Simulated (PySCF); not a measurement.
A side-by-side comparison of computed properties.

First species: C₃H₃FO.
SMILES with atom numbers: `[CH2:1]=[CH:2][C:3](=[O:4])[F:5]` (hydrogens: H6, H7 on C1; H8 on C2)

Second species: C9H7N.
Z-matrix (Å and degrees, PBE0-D3(BJ)/def2-SVP geometry), rows numbered from 1:
```
C 
C   1  1.4156
C   2  1.3753  1  120.22
C   3  1.4163  2  120.21  1     0.01
C   4  1.4214  3  122.73  2   179.95
N   5  1.3086  4  124.17  3  -179.96
C   6  1.3528  5  117.95  4    -0.04
C   7  1.3753  6  123.83  5     0.03
C   8  1.4167  7  119.22  6     0.00
C   1  1.3757  2  120.75  3    -0.00
H   1  1.0927  2  119.39  3  -179.98
H   2  1.0923  1  119.57  3   179.97
H   3  1.0933  2  120.76  1   179.99
H   5  1.0985  4  118.63  3     0.02
H   7  1.0952  6  115.85  5  -179.95
H   8  1.0927  7  120.66  6   180.00
H  10  1.0929  1  120.66  2   180.00
```

Levels: wB97X-D/def2-SVPD for dipole moment, HOMO energy, LUMO energy, HOMO–LUMO gap, static isotropic polarisability and electronic spatial extent ⟨r²⟩ about the centre of nuclear charge; TDDFT wB97X-D/def2-SVPD for lowest singlet excitation; PBE0-D3(BJ)/def2-SVP for rotational constant A and rotational constant C. Geometries: PBE0-D3(BJ)/def2-SVP. Each species is one conformer at its optimised geometry, gas phase, non-relativistic unless stated; the electronic structure was computed with PySCF and density fitting.

Dipoles, sizes and rotational constants follow the conformer. The torsions of the flexible species, by atom-mapped SMILES:
- `[CH2:1]=[CH:2][C:3](=[O:4])[F:5]`: C1–C2–C3–O4 0°

Values for the first species:

```
Dipole moment                                                     : 3.32 D
HOMO energy                                                       : -10.78 eV
LUMO energy                                                       : -0.33 eV
HOMO–LUMO gap                                                     : 10.45 eV
Lowest singlet excitation                                         : 5.25 eV
Static isotropic polarisability                                   : 40.7 au
Electronic spatial extent ⟨r²⟩ about the centre of nuclear charge : 385 bohr²
Rotational constant A                                             : 11.000 GHz
Rotational constant C                                             : 3.054 GHz
```

Task: Estimate the same properties for the second species, and the change in each.

Result: 
```json
{"property": "dipole moment", "first": "3.32 D", "second": "2.62 D", "second less first": "-0.70 D"}
{"property": "HOMO energy", "first": "-10.78 eV", "second": "-8.43 eV", "second less first": "+2.35 eV"}
{"property": "LUMO energy", "first": "-0.33 eV", "second": "0.03 eV", "second less first": "+0.36 eV"}
{"property": "HOMO–LUMO gap", "first": "10.45 eV", "second": "8.46 eV", "second less first": "-1.99 eV"}
{"property": "lowest singlet excitation", "first": "5.25 eV", "second": "4.56 eV", "second less first": "-0.69 eV"}
{"property": "static isotropic polarisability", "first": "40.7 au", "second": "110.2 au", "second less first": "+69.5 au"}
{"property": "electronic spatial extent ⟨r²⟩ about the centre of nuclear charge", "first": "385 bohr²", "second": "1259 bohr²", "second less first": "+874 bohr²"}
{"property": "rotational constant A", "first": "11.000 GHz", "second": "3.205 GHz", "second less first": "-7.795 GHz"}
{"property": "rotational constant C", "first": "3.054 GHz", "second": "0.894 GHz", "second less first": "-2.160 GHz"}
```

On the first: S1 lies 5.20 eV below the HOMO–LUMO gap; its leading configuration is HOMO−1→LUMO, weight 0.94. The polarisability is 6.04 Å³ as a volume (1 au = 0.148185 Å³), or 1.07 au for each of the 38 electrons.

On the second: The polarisability is 16.33 Å³ as a volume (1 au = 0.148185 Å³), or 1.62 au for each of the 68 electrons.
